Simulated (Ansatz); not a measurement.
Species: C₄H₇BSi, SMILES `BC1[SiH2]C=CC=1` (charge 0, multiplicity 1), formula C₄H₇BSi.

Task: How many basis functions does frozen-core CCSD(T)/cc-pVTZ // r2SCAN-D4/def2-TZVP (Ansatz, a program for electronic structure) use, how many core orbitals are frozen, and how many electrons are correlated?

Result: 282 basis functions and 10 frozen orbitals, which leaves 30 correlated electrons. Core time is of the order of minutes.
